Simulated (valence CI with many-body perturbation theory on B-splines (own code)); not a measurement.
# Level structure of Os⁶⁸⁺

Calculated by valence CI with perturbative core correlation (CI+MBPT): six valence electrons over a frozen Dirac-Fock core [He], a basis of 9 s, 9 p, 8 d, 6 f, 3 g, 1 h functions for each j, with the one-electron correlation potential Σ1, the two-electron term Σ2, the three-electron term Σ3, Breit, model QED; selected CI, second order for the rest, scaled by the run's own slope (own B-spline code, finite nucleus).

The last digits are not significant, and no measured levels were compared; by estimate large intervals hold to a few tenths of a per cent, small ones and those within an open d or f shell to about a per cent. Among the levels kept, up to 2100 cm⁻¹ of a level comes from second order outside the variational space, and about a tenth of that is noise between levels of different J, which matters for small intervals.

Levels 1 to 45 of 56, with energies above the lowest level, (2s^2 2p1/2^2 2p3/2^2) J=2. "Leading %" is the weight of the configuration and term that name the level; weights of strongly mixed levels are sums over their largest components and can fall short, and the name can then belong to a minority configuration. In the jj column 3d3/2^4 stands for four electrons in 3d with j = 3/2. Lifetimes count E1, E2, E3, M1 and M2 decay at the calculated energies, and are blank where another channel may lead or the interval is too uncertain; long ones can be off by a factor of two.

```tsv
No.	Configuration	Term	J	E (eV)	Leading %	Lifetime	Leading jj	Second component
1	2s²2p⁴	³P	2	0	68		2s^2 2p1/2^2 2p3/2^2 (100 %)	32 % 2s²2p⁴ ¹D
2	2s²2p⁴	¹S	0	63	65	10.8 ms	2s^2 2p1/2^2 2p3/2^2 (100 %)	35 % 2s²2p⁴ ³P
3	2s²2p⁴	³P	1	1583	100	24.2 ps	2s^2 2p1/2 2p3/2^3 (100 %)	
4	2s²2p⁴	¹D	2	1602	68	54.4 ps	2s^2 2p1/2 2p3/2^3 (100 %)	32 % 2s²2p⁴ ³P
5	2s2p⁵	³P°	2	2008	100	77.0 fs	2s 2p1/2^2 2p3/2^3 (100 %)	
6	2s2p⁵	¹P°	1	2095	63	31.1 fs	2s 2p1/2^2 2p3/2^3 (100 %)	37 % 2s2p⁵ ³P°
7	2s²2p⁴	³P	0	3213	65	7.34 ps	2s^2 2p3/2^4 (99 %)	34 % 2s²2p⁴ ¹S
8	2s2p⁵	³P°	0	3604	100	38.8 fs	2s 2p1/2 2p3/2^4 (100 %)	
9	2s2p⁵	³P°	1	3643	63	35.9 fs	2s 2p1/2 2p3/2^4 (100 %)	37 % 2s2p⁵ ¹P°
10	2p⁶	¹S	0	4142	99	19.1 fs	2p1/2^2 2p3/2^4 (99 %)	
11	2s²2p³3s	³P°	2	9126	49	7.72 fs	2s^2 2p1/2^2 2p3/2 3s (100 %)	24 % 2s²2p³3s ⁵S°
12	2s²2p³3s	¹P°	1	9135	32	3.30 fs	2s^2 2p1/2^2 2p3/2 3s (100 %)	28 % 2s²2p³3s ³D°
13	2s²2p³3p	³P	1	9253	32	575 fs	2s^2 2p1/2^2 2p3/2 3p1/2 (100 %)	20 % 2s²2p³3p ⁵P
14	2s²2p³3p	³D	2	9255	26	352 fs	2s^2 2p1/2^2 2p3/2 3p1/2 (100 %)	20 % 2s²2p³3p ³F
15	2s²2p³3p	³D	3	9707	51	309 fs	2s^2 2p1/2^2 2p3/2 3p3/2 (100 %)	24 % 2s²2p³3p ⁵P
16	2s²2p³3p	³P	1	9707	34	309 fs	2s^2 2p1/2^2 2p3/2 3p3/2 (100 %)	26 % 2s²2p³3p ¹P
17	2s²2p³3p	³P	2	9737	45	334 fs	2s^2 2p1/2^2 2p3/2 3p3/2 (100 %)	17 % 2s²2p³3p ¹D
18	2s²2p³3p	³P	0	9764	69	161 fs	2s^2 2p1/2^2 2p3/2 3p3/2 (100 %)	31 % 2s²2p³3p ¹S
19	2s²2p³3d	³D°	2	9832	33	6.36 fs	2s^2 2p1/2^2 2p3/2 3d3/2 (100 %)	19 % 2s²2p³3d ³F°
20	2s²2p³3d	³F°	3	9840	27	26.4 fs	2s^2 2p1/2^2 2p3/2 3d3/2 (99 %)	21 % 2s²2p³3d ³G°
21	2s²2p³3d	³D°	1	9844	35	2.20 fs	2s^2 2p1/2^2 2p3/2 3d3/2 (100 %)	27 % 2s²2p³3d ³P°
22	2s²2p³3d	³P°	0	9848	65	666 fs	2s^2 2p1/2^2 2p3/2 3d3/2 (100 %)	24 % 2s²2p³3d ⁵D°
23	2s²2p³3d	³F°	4	9946	51	4.76 ps	2s^2 2p1/2^2 2p3/2 3d5/2 (100 %)	24 % 2s²2p³3d ⁵D°
24	2s²2p³3d	³D°	2	9958	34	870 as	2s^2 2p1/2^2 2p3/2 3d5/2 (100 %)	22 % 2s²2p³3d ³P°
25	2s²2p³3d	³D°	3	9974	48	389 as	2s^2 2p1/2^2 2p3/2 3d5/2 (99 %)	16 % 2s²2p³3d ¹F°
26	2s²2p³3d	³D°	1	9988	32	581 as	2s^2 2p1/2^2 2p3/2 3d5/2 (100 %)	29 % 2s²2p³3d ¹P°
27	2s²2p³3s	⁵S°	2	10693	55	13.6 fs	2s^2 2p1/2 2p3/2^2 3s (100 %)	34 % 2s²2p³3s ³D°
28	2s²2p³3s	³S°	1	10705	55	3.10 fs	2s^2 2p1/2 2p3/2^2 3s (100 %)	44 % 2s²2p³3s ³D°
29	2s²2p³3s	³D°	3	10717	100	10.7 fs	2s^2 2p1/2 2p3/2^2 3s (100 %)	
30	2s²2p³3s	¹D°	2	10726	67	3.41 fs	2s^2 2p1/2 2p3/2^2 3s (100 %)	32 % 2s²2p³3s ³D°
31	2s²2p³3s	³P°	0	10773	100	7.45 fs	2s^2 2p1/2 2p3/2^2 3s (100 %)	
32	2s²2p³3s	³P°	1	10777	67	5.42 fs	2s^2 2p1/2 2p3/2^2 3s (100 %)	33 % 2s²2p³3s ¹P°
33	2s²2p³3p	⁵P	1	10817	46	1.10 ps	2s^2 2p1/2 2p3/2^2 3p1/2 (100 %)	22 % 2s²2p³3p ³D
34	2s²2p³3p	³F	2	10825	34	603 fs	2s^2 2p1/2 2p3/2^2 3p1/2 (100 %)	21 % 2s²2p³3p ⁵P
35	2s²2p³3p	³F	3	10841	44	439 fs	2s^2 2p1/2 2p3/2^2 3p1/2 (100 %)	33 % 2s²2p³3p ¹F
36	2s²2p³3p	³P	2	10884	50	314 fs	2s^2 2p1/2 2p3/2^2 3p1/2 (99 %)	22 % 2s²2p³3p ¹D
37	2s²2p³3p	³D	1	10896	74	523 fs	2s^2 2p1/2 2p3/2^2 3p1/2 (100 %)	22 % 2s²2p³3p ¹P
38	2s²2p³3p	³P	0	10946	65	324 fs	2s^2 2p1/2 2p3/2^2 3p1/2 (99 %)	34 % 2s²2p³3p ¹S
39	2s2p⁴3s	⁵P	3	11056	69	21.4 fs	2s 2p1/2^2 2p3/2^2 3s (99 %)	30 % 2s2p⁴3s ³D
40	2s2p⁴3s	³P	2	11088	58	3.80 fs	2s 2p1/2^2 2p3/2^2 3s (99 %)	18 % 2s2p⁴3s ³D
41	2s2p⁴3s	³S	1	11171	64	6.88 fs	2s 2p1/2^2 2p3/2^2 3s (98 %)	21 % 2s2p⁴3s ⁵P
42	2s2p⁴3s	³D	1	11178	34	3.41 fs	2s 2p1/2^2 2p3/2^2 3s (97 %)	32 % 2s2p⁴3s ¹P
43	2s2p⁴3s	³P	2	11185	56	14.3 fs	2s 2p1/2^2 2p3/2^2 3s (98 %)	19 % 2s2p⁴3s ¹D
44	2s2p⁴3p	⁵P°	2	11192	30	4.22 fs	2s 2p1/2^2 2p3/2^2 3p1/2 (100 %)	18 % 2s2p⁴3p ⁵S°
45	2s2p⁴3p	³D°	3	11193	40	1.71 fs	2s 2p1/2^2 2p3/2^2 3p1/2 (99 %)	24 % 2s2p⁴3p ⁵D°
```

The ionisation energy to 2s²2p³ ²P°3/2 of the next ion comes out as 17274 eV (NIST: 17270 ± 50 eV (theoretical)). All 56 levels together are meant to be complete up to 11319 eV.
